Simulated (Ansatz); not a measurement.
Isolated molecules relaxed with PBE0-D4/def2-TZVP in Ansatz; ΔE leaves out vibrations. CBS: MP2 limit from def2 TZ/QZ plus the TZ coupled-cluster correction, frozen cores. This one scheme is used for every species. For Ge outer-core shells are correlated without core-valence functions, which leaves a few kJ/mol of doubt a bond. Scalar relativity is left out up to krypton. Each species was taken in one conformer, which may not be the lowest.

Consider the cleavage of the Ge–B bond: `[BH2][GeH2][SiH2]C` + HCl → `C[SiH2][GeH2][Cl]` + BH₃.

```tsv
species	HF/def2-SVP energy (Eh)
`[BH2][GeH2][SiH2]C`	-2431.66200
HCl	-459.93826
`C[SiH2][GeH2][Cl]`	-2865.26745
BH₃	-26.37044
```

Work out ΔE.

ΔE = (-2865.26745) + (-26.37044) − (-2431.66200) − (-459.93826) = -0.03763 Eh = -98.8 kJ/mol. CCSD(T)/CBS gives -69.8 kJ/mol.

Largest T1 diagnostic among the species: 0.012.

Leaving LDA and LC-ωPBE aside and taking each functional with its dispersion term where it has one, the values, not all of them listed here, spread over 25.1 kJ/mol, from BHLYP-D4 to PBE-D4. LDA lies +11.4 kJ/mol from PBE without D4. From PBE to PBE0 (25 % exact exchange), in def2-TZVPP and without D4, ΔE moves by −6.7 kJ/mol.
